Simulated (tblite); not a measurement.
C6H9GeNO.
Numbering: `[CH:1]#[C:2]/[CH:3]=[CH:4]\[GeH2:5][N:6]([CH3:7])[CH:8]=[O:9]` (hydrogens: H10 on C1; H11 on C3; H12 on C4; H13, H14 on Ge5; H15, H16, H17 on C7; H18 on C8)

Computed with GFN2-xTB (tblite), gas phase: L-BFGS steps from a force-field or distance-geometry start until the largest atomic force falls under 0.01 eV/Å.

Step 7: E = -714.0349 eV
```
atom  x, y, z in Å  |  force x, y, z in eV/Å
C1      2.9376    1.3398   -1.1495    0.097   0.124  -0.109
C2      2.6692    0.2082   -0.8518    0.054  -0.053  -0.082
C3      2.2817   -1.0847   -0.4522    0.158  -0.054  -0.105
C4      1.2490   -1.2751    0.3738   -0.033   0.028  -0.030
Ge5     0.2870    0.2669    1.0785   -0.058  -0.011   0.025
N6     -1.4906    0.2545    0.5142   -0.035  -0.352  -0.100
C7     -2.0176   -0.8528   -0.2651   -0.001  -0.077  -0.092
C8     -2.3403    1.2423    0.8265   -0.286   0.238   0.071
O9     -3.5060    1.3286    0.5197    0.216  -0.095   0.006
H10     3.1577    2.3340   -1.4030    0.098  -0.019  -0.068
H11     2.8804   -1.8943   -0.8564   -0.063  -0.066   0.051
H12     0.9984   -2.2848    0.6736   -0.063   0.055   0.000
H13     0.8786    1.5142    0.5208   -0.103   0.211   0.155
H14     0.3193    0.2852    2.5767   -0.114   0.005   0.166
H15    -2.2109   -1.7225    0.3613   -0.007  -0.050   0.095
H16    -2.9491   -0.5511   -0.7352   -0.129   0.109   0.034
H17    -1.3145   -1.1295   -1.0461    0.165  -0.030  -0.060
H18    -1.8388    2.0276    1.4285    0.106   0.036   0.041
```

Step 8: E = -714.0464 eV
```
atom  x, y, z in Å  |  force x, y, z in eV/Å
C1      2.9412    1.3372   -1.1542    0.056  -0.034  -0.059
C2      2.6760    0.2029   -0.8575    0.080   0.160  -0.121
C3      2.2838   -1.0861   -0.4554    0.031  -0.016  -0.006
C4      1.2465   -1.2676    0.3713    0.154   0.033  -0.165
Ge5     0.2817    0.2636    1.0812   -0.045   0.155   0.071
N6     -1.4964    0.2482    0.5151   -0.010  -0.230  -0.048
C7     -2.0179   -0.8576   -0.2660   -0.016  -0.033  -0.077
C8     -2.3460    1.2400    0.8249   -0.150   0.161   0.068
O9     -3.5113    1.3286    0.5180    0.286  -0.066   0.040
H10     3.1625    2.3313   -1.4060    0.100  -0.011  -0.074
H11     2.8814   -1.8965   -0.8563   -0.067  -0.107   0.054
H12     0.9999   -2.2743    0.6696   -0.116  -0.075   0.050
H13     0.8705    1.5232    0.5325   -0.124   0.136   0.167
H14     0.3129    0.2868    2.5848   -0.113  -0.017   0.088
H15    -2.2090   -1.7230    0.3686   -0.028  -0.056  -0.003
H16    -2.9466   -0.5415   -0.7333   -0.141   0.012   0.022
H17    -1.3116   -1.1268   -1.0483    0.118  -0.062  -0.024
H18    -1.8263    2.0177    1.4255   -0.017   0.049   0.017
```

Step 9: E = -714.0556 eV
```
atom  x, y, z in Å  |  force x, y, z in eV/Å
C1      2.9456    1.3360   -1.1595    0.035  -0.109  -0.032
C2      2.6824    0.2005   -0.8640    0.066   0.187  -0.107
C3      2.2852   -1.0870   -0.4571    0.172   0.056  -0.131
C4      1.2480   -1.2613    0.3660    0.017  -0.045  -0.025
Ge5     0.2768    0.2631    1.0841   -0.015   0.219   0.087
N6     -1.5021    0.2407    0.5156    0.033  -0.048   0.032
C7     -2.0192   -0.8629   -0.2691   -0.028   0.006  -0.036
C8     -2.3492    1.2396    0.8252    0.055  -0.001   0.038
O9     -3.5126    1.3273    0.5165    0.220  -0.006   0.051
H10     3.1683    2.3295   -1.4100    0.104   0.009  -0.083
H11     2.8812   -1.9009   -0.8554   -0.081  -0.091   0.061
H12     0.9986   -2.2674    0.6675   -0.112  -0.059   0.042
H13     0.8620    1.5337    0.5446   -0.138   0.082   0.172
H14     0.3056    0.2878    2.5932   -0.109  -0.035   0.012
H15    -2.2083   -1.7245    0.3742   -0.042  -0.047  -0.107
H16    -2.9477   -0.5339   -0.7313   -0.106  -0.084   0.007
H17    -1.3064   -1.1262   -1.0506    0.029  -0.074   0.026
H18    -1.8168    2.0123    1.4244   -0.101   0.039  -0.008
```

Question: Estimate the geometry and energy of step 10. (The exact step hangs on the optimiser's Hessian estimate; all steps are aligned on step 9, rigid shifts and turns removed.)

Answer: E = -714.0643 eV, largest force 0.275 eV/Å
```
atom  x, y, z in Å  |  force x, y, z in eV/Å
C1      2.9509    1.3355   -1.1654    0.041  -0.072  -0.035
C2      2.6886    0.1998   -0.8712    0.051   0.122  -0.076
C3      2.2905   -1.0865   -0.4616   -0.016   0.056  -0.001
C4      1.2489   -1.2571    0.3615    0.092   0.011  -0.057
Ge5     0.2722    0.2660    1.0880    0.034   0.169   0.073
N6     -1.5067    0.2332    0.5169    0.090   0.091   0.088
C7     -2.0212   -0.8680   -0.2732   -0.024   0.048   0.023
C8     -2.3496    1.2390    0.8264    0.236  -0.141   0.009
O9     -3.5103    1.3256    0.5158    0.069   0.055   0.039
H10     3.1758    2.3284   -1.4154    0.102   0.017  -0.086
H11     2.8792   -1.9070   -0.8533   -0.043  -0.094   0.029
H12     0.9950   -2.2621    0.6665   -0.089  -0.035   0.023
H13     0.8519    1.5456    0.5586   -0.135   0.060   0.163
H14     0.2969    0.2878    2.6015   -0.103  -0.046  -0.046
H15    -2.2086   -1.7270    0.3770   -0.051  -0.036  -0.191
H16    -2.9515   -0.5289   -0.7291   -0.042  -0.161  -0.008
H17    -1.3005   -1.1275   -1.0524   -0.072  -0.067   0.074
H18    -1.8103    2.0096    1.4240   -0.138   0.022  -0.020
```

The energy changes by -0.0087 eV. The first-order estimate −F·Δx gives -0.0121 eV and the mean of the old and new forces, exact on a quadratic surface, -0.0088 eV. The step makes an angle of 59° with the force vector and moves no atom by more than 0.021 Å.

What follows is the cost of the whole relaxation. Hardware: AMD EPYC, one thread, no GPU, shared host. Cost: 4.8 s of wall time.
